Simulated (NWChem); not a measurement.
Molecule: C2H7GeN; SMILES C/C=[N]\[GeH3]

Question: Give the equilibrium geometry at B3LYP/6-31G* (spherical d) (NWChem) as a list of bonds and angles, with the point group.

Answer: point group Cs; any orientation.
Bond lengths (Å): C1–C2 1.510, C1–H5 1.092, C1–H6 1.098, C1–H7 1.098, C2–N3 1.270, C2–H8 1.103, N3–Ge4 1.873, Ge4–H9 1.545, Ge4–H10 1.558, Ge4–H11 1.545. Bond angles (°): C2–C1–H5 112.9, C2–C1–H6 109.7, C2–C1–H7 109.7, H5–C1–H6 108.9, H5–C1–H7 108.9, H6–C1–H7 106.5, C1–C2–N3 130.9, C1–C2–H8 113.0, N3–C2–H8 116.1, C2–N3–Ge4 126.9, N3–Ge4–H9 105.6, N3–Ge4–H10 117.3, N3–Ge4–H11 105.7, H9–Ge4–H10 109.1, H9–Ge4–H11 109.9, H10–Ge4–H11 109.1.
